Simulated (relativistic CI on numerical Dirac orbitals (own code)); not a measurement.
**Cubic crystal-field splitting of Lu4+ by operator equivalents**

Problem. Lu4+ (4f13) sits in a cubic field with the Wybourne parameters B⁴₀ = 3430 and B⁶₀ = 1030 cm⁻¹. Find the levels of its ground J multiplet, neglecting the mixing with the other J.

Working.
1. One f hole has the ground level ²F7/2 with g_J = 8/7 and the Stevens factors β = −2/1155 and γ = 4/27027.
2. Stevens form: B₄ = β B⁴₀/8 = -0.7424 and B₆ = γ B⁶₀/16 = 0.00953 cm⁻¹, in H = B₄(O₄⁰ + 5O₄⁴) + B₆(O₆⁰ − 21O₆⁴).
3. For J = 7/2 the eigenvalues are E(Γ6) = 840B₄ − 25200B₆ = -863.7, E(Γ7) = −1080B₄ − 15120B₆ = 657.8 and E(Γ8) = 120B₄ + 20160B₆ = 103.0 cm⁻¹.
4. Order and energies above the lowest: Γ6 0.0, Γ8 966.7, Γ7 1521.5 cm⁻¹. A Γ6 ground doublet has the isotropic |g| = 2.667.

Check. Diagonalising spin-orbit coupling (free-ion gap 11573 cm⁻¹, from a Dirac-Coulomb-Breit calculation) and field together in all 14 states gives Γ6 0.0, Γ8 920.3, Γ7 1521.5 cm⁻¹, with |g| = 2.667. The other multiplet starts at 12157 cm⁻¹; the differences from the hand values come from J mixing and grow with the ratio of the field to that gap.
